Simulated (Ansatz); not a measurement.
The cluster Sn₄O₄, relaxed as a singlet with RKS PBE-D4/def2-SVP in Ansatz, starting from the GFN2-xTB geometry. Force threshold 0.02 eV/Å.

In the def2 sets Sn takes a core potential; there is no spin–orbit coupling. The structure comes from a short search, and lower isomers may exist.

Start:

| atom | x (Å) | y (Å) | z (Å) |
| --- | --- | --- | --- |
| Sn1 | -1.627 | 0.534 | 2.179 |
| Sn2 | -1.585 | -2.093 | -0.828 |
| Sn3 | 1.049 | 0.349 | -2.546 |
| Sn4 | 2.170 | 1.206 | 1.192 |
| O5 | 1.875 | 0.909 | -0.788 |
| O6 | -1.878 | -0.910 | 0.788 |
| O7 | 0.326 | 1.029 | 2.005 |
| O8 | -0.330 | -1.026 | -2.003 |

```
         step  energy (eV)  largest force component (eV/Å)  SCF passes
            1  -31505.2496                           0.091          21
            2  -31505.2640                           0.078          20
            3  -31505.3167                           0.056          24
            4  -31505.3456                           0.019          25
 5 (rejected)  -31505.3439                           0.224          26
            6  -31505.3506                           0.025          22
            7  -31505.3541                           0.024          21
            8  -31505.3569                           0.106          21
            9  -31505.3595                           0.178          22
           10  -31505.3631                           0.152          22
           11  -31505.3667                           0.004          21
           12  -31505.3668                           0.002          24
           13  -31505.3668                           0.002          15
           14  -31505.3673                           0.040          22
15 (rejected)  -31505.3539                           0.466          27
           16  -31505.3684                           0.027          21
           17  -31505.3725                           0.087          21
           18  -31505.3766                           0.258          28
           19  -31505.3899                           0.286          22
           20  -31505.4238                           0.344          27
           21  -31505.5264                           0.561          26
           22  -31505.6686                           0.543          26
           23  -31505.9635                           0.571          26
           24  -31506.0288                           1.126          27
           25  -31506.2705                           0.367          27
           26  -31506.5350                           0.519          26
           27  -31507.0015                           0.793          26
           28  -31507.4413                           0.421          25
           29  -31507.4848                           0.010          20
```

Force components are those of the run's own axes.

End:

Cartesian coordinates in Å:
```
Sn -1.764 0.626 0.757
Sn -0.195 -1.887 -0.694
Sn 0.553 1.220 -1.512
Sn 1.406 0.041 1.448
O 1.517 -0.537 -0.652
O -0.476 -1.049 1.300
O 0.168 1.622 0.597
O -1.208 -0.036 -1.245
```

Bonds formed: Sn1–O8, Sn2–O5, Sn3–O7, Sn4–O6 (atoms count from 1). The end is the same structure that another start reached, the lowest one found.

The force fell under the threshold at step 4, but the optimiser went on and released 2.139 eV more. No frequencies were taken in this run, so the end may be a saddle point.

Run time 62 s (4 threads of Arm Neoverse V1 on a shared host).
